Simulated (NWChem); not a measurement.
System: CH$_{3}$Cl$_{3}$Si; SMILES C[Si](Cl)(Cl)Cl

Program: NWChem. Pople sets run with spherical d functions. Medium grid unless said otherwise, to which SCAN and Minnesota functionals are sensitive. Geometry: optimised at PBE0/def2-SVP. Level r2SCAN/6-31G*: single points from the atomic guess with DIIS by default; each run changes one setting, and all converged runs end within 0.3 mHa of each other. NWChem's automatic level shift, which a small gap switches on, acted in some of these runs.

**Question.** Which setting needs the most SCF iterations, or fails (defaults; core-Hamiltonian guess; no level shifting; level shift of 0.5 Ha throughout; DIIS on 3 Fock matrices)?

**Answer.** core-Hamiltonian guess, with 21 against 7 for the defaults.
```tsv
setting	SCF iterations
defaults	7
core-Hamiltonian guess	21
no level shifting	7
DIIS on 3 Fock matrices	8
level shift of 0.5 Ha throughout	11
```
